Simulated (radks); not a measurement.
All-electron atom: Rb31+ in [He] 2s2 2p2 (the NIST ground configuration).

Method: scalar-relativistic Kohn-Sham, PBE, spin-polarised, spherical densities, point nucleus; open shells are filled with parallel spins first (spin-orbit coupling, left out, can overturn this in heavy ions); computed with a radial shooting solver on a logarithmic mesh with Libxc functionals.

Energy parts (hartree):
total: -1970.51842
kinetic: 2034.90475
electron-nucleus: -4122.54605
Hartree: 157.50224
exchange-correlation: -40.37936

Orbitals (lengths in bohr, moments of r in powers of bohr; <r^-3> diverges for s and p1/2; r(max) is where P^2 peaks; r(90%) holds 90 % of the orbital's charge):
| orbital | occ. | eigenvalue (hartree) | r(max) | <r^-3> | <r> | r(90%) |
|---|---|---|---|---|---|---|
| 1s up | 1 | -634.0298 | 0.02626 | - | 0.04016 | 0.0718 |
| 1s down | 1 | -633.3859 | 0.02624 | - | 0.04012 | 0.0717 |
| 2s up | 1 | -142.5038 | 0.1443 | - | 0.1677 | 0.257 |
| 2s down | 1 | -141.3569 | 0.1446 | - | 0.1683 | 0.258 |
| 2p up | 2 | -136.5928 | 0.1139 | 1900 | 0.1440 | 0.232 |
| 2p down | 0 | -135.2204 | 0.1143 | 1888 | 0.1446 | 0.233 |

The highest occupied level is 2p up at -3716.9 eV. Summed over all electrons, <r^2> = 0.1205 bohr^2, which gives a Langevin (diamagnetic) susceptibility term of -0.0955 x 10^-6 cm^3/mol. The density falls to 0.001 e/bohr^3 at r = 0.57 bohr. For comparison, the ionisation energy in NIST's Atomic Spectra Database is 3815 eV (semi-empirical). In exact Kohn-Sham theory the highest level is minus the ionisation energy, but local and semilocal functionals leave it too shallow, through self-interaction and a potential that decays too fast; potentials with the right tail come closer. Spin moment in Bohr magnetons: 2.
